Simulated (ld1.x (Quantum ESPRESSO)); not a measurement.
barium (Ba): what ld1.x (Quantum ESPRESSO) 7.5 does with a changed input

Command:

```bash
ld1.x < Ba.in > Ba.out
```

Input:

```
&input
   title='Ba', zed=56., rel=1, dft='PBE', iswitch=3,
   config='[Xe] 5d0 6s1.75 6p0.25',
   nld=3, rlderiv=5.15, eminld=-4.0, emaxld=5.0, deld=0.02
 /
 &inputp
   pseudotype=3, lpaw=.true., tm=.true., lloc=3, rcloc=1.90,
   nlcc=.true., new_core_ps=.true.,
   which_augfun='BESSEL', rmatch_augfun=1.90,
   file_pseudopw='Ba.UPF', file_wfcaegen='ae.wfc', file_wfcncgen='nc.wfc', file_beta='beta', file_chi='chi', file_wfcusgen='us.wfc'
 /
6
5S  1  0   2.00   0.00  2.10  2.40  0.0
6S  2  0   1.75   0.00  2.10  2.40  0.0
5P  2  1   6.00   0.00  2.60  3.25  0.0
6P  3  1   0.25   0.00  2.60  3.25  0.0
5D  3  2   0.00   0.00  3.60  4.75  0.0
5D  3  2   0.00   0.25  3.60  4.75  0.0
 &test
   configts(1)='5s2 5p6 5d0 6s1.75 6p0.25'
 /
```

Output:

```
Program LD1 v.7.5

 %%%%%%%%%%%%%%%%%%%%%%%%%%%%%%%%%%%%%%%%%%%%%%%%%%%%%%%%%%%%%%%%%%%%%%%%%%%%%%
     Error in routine ld1_readin (1):
     only one local channel
 %%%%%%%%%%%%%%%%%%%%%%%%%%%%%%%%%%%%%%%%%%%%%%%%%%%%%%%%%%%%%%%%%%%%%%%%%%%%%%

     stopping ...
```

Q: This input was made by a single change from one that runs to its end. What was changed?

A: The change: lloc set to 3 without reordering the list of waves. The program refuses the input: "ld1_readin: only one local channel".
